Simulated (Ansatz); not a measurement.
Saddle point of GaH$_{5}$SO$_{2}$, singlet (GaH₃SO₂ ([OH][Ga]([OH])[SH]) + H₂ → GaH₃O₂ ([OH][GaH][OH]) + H₂S (still joined by a long Ga–S bond); bonds formed: Ga1–H6, S2–H5; bonds broken: H5–H6; bonds weakened to dative contacts: Ga1–S2), PBE0-D4/def2-TZVP structure:

```tsv
atom	x (Å)	y (Å)	z (Å)
Ga1	0.0097	-0.3602	0.1426
S2	0.6156	1.6601	-1.0442
O3	1.3246	-1.5002	0.5352
O4	-1.5385	-0.9157	-0.5468
H5	0.0842	1.4892	0.5056
H6	-0.2479	0.8662	1.3568
H7	-0.6524	1.7532	-1.4837
H8	2.0491	-1.1239	1.0376
H9	-1.6444	-1.8687	-0.5029
```

Energies are electronic, without zero-point energy. Barriers and step energies count from the start structure reached by relaxing down the imaginary mode; all methods use the PBE0-D4 structures, on which another method's saddle can fall below an end. Ansatz 0.2.0; basis: def2-TZVPP, with def2-QZVPP for the basis limit; cores frozen in the correlated methods. Filled d shells of the heavier atoms are correlated. The def2 sets are not built for correlating such inner shells, so the correlated values are less sure here. B3LYP uses VWN-RPA correlation. Extrapolation: Hartree–Fock as exp(−7.88 √X), correlation as X^−2.97.

| method | barrier (kJ/mol) | step energy (kJ/mol) |
| --- | --- | --- |
| SPW92 | 88.2 | 10.7 |
| PBE-D4 | 119.7 | 29.9 |
| BLYP-D4 | 137.4 | 32.2 |
| r2SCAN-D4 | ? | 30.9 |
| B97M-V | 130.7 | 24.8 |
| PBE0-D4 | 130.9 | 28.4 |
| B3LYP-D4 | 144.4 | 30.0 |
| r2SCAN0-D4 | ? | 29.6 |
| BHLYP-D4 | ? | 27.9 |
| CAM-B3LYP-D4 | 148.4 | 24.9 |
| wB97X-V | 152.0 | 28.0 |
| wB97M-V | 150.7 | 27.5 |
| B2PLYP | 151.2 | 34.2 |
| PBE-QIDH | 144.1 | 31.5 |
| RPA on PBE | 150.4 | 29.9 |
| HF | 196.7 | 35.8 |
| MP2 | 153.8 | 38.2 |
| CCSD | 159.2 | 30.5 |
| CCSD(T) | 151.9 | 32.0 |

Problem. Fill in the withheld barriers. (Judge from chemistry; the value comes from the calculation.)

Solution. By the calculation: r2SCAN0-D4 136.6; r2SCAN-D4 127.7; BHLYP-D4 158.3 kJ/mol. Each is the energy of the saddle less that of the start structure, by the same method.

For comparison, the barrier by CCSD(T) at an estimated basis limit (MP2 extrapolated from triple and quadruple zeta, plus CCSD(T) − MP2 in triple zeta) is 152.9 kJ/mol.

The T1 diagnostic stays at or below 0.015.

Labels in which every atom is bracketed show which atoms are joined, not bond orders.

For scale, one of the runs: CCSD(T)/def2-TZVPP, 222 basis functions, launched by `ansatz run in.yaml --threads 4 --pin off --events-out ev --progress --plain --max-ram 9574MiB`. Hardware: 4 CPU threads of an Arm Neoverse V2, shared host. Wall time 91 s; peak host memory 3.5 GiB.
